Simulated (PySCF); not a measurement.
Vertical excitations of a molecule C₅H₁₀ from PySCF 2.14.0 with TDDFT-ωB97X/def2-SVPD, as energy in eV (oscillator strength): 8.28 (0.016), 8.44 (0.004), 8.56 (0.002), 8.74 (0.019), 8.96 (0.038), 9.08 (0.022), 9.28 (0.010), 9.29 (0.000), 9.85 (0.031), 9.92 (0.048). Lowest triplet (TDA): 8.19 eV. Coordinates come from a PBE0-D3(BJ)/def2-SVP optimisation. One conformer was computed; it need not be the lowest.

Q: Which structure fits?
(A) C=C(C)CC
(B) C[C@H]1C[C@@H]1C
(C) C/C=C/CC
(D) CC1CCC1

A: B, C[C@H]1C[C@@H]1C
